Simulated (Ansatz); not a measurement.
Task: Predict a relaxed structure of nido-B6H10 (SH for H, site d on B) (B6H10S), charge 0, singlet, at PBE0-D4/def2-SVP (Ansatz).

Result: 
```xyz
17

B    -0.955   -0.920   -0.770
B     0.742   -1.171   -0.553
B    -0.177    0.853    1.214
B     1.312   -0.014    0.699
B     0.139    0.497   -0.496
B    -1.490    0.258    0.259
S     0.563    1.794   -1.762
H    -1.406   -1.336   -1.802
H     1.496   -1.742   -1.288
H    -0.141    1.862    1.858
H     2.437    0.371    0.842
H    -0.636    1.775   -2.382
H    -2.454    0.972    0.214
H    -0.300   -1.905   -0.129
H     1.324   -1.325    0.688
H     0.713    0.024    1.865
H    -1.167    0.008    1.541
```
Point group Cs (tolerance 0.1 Å). This is one stationary point.

Another isomer (singlet) lies 0.25 eV lower at PBE0-D4/def2-TZVP; other spin states weren't run for this one.
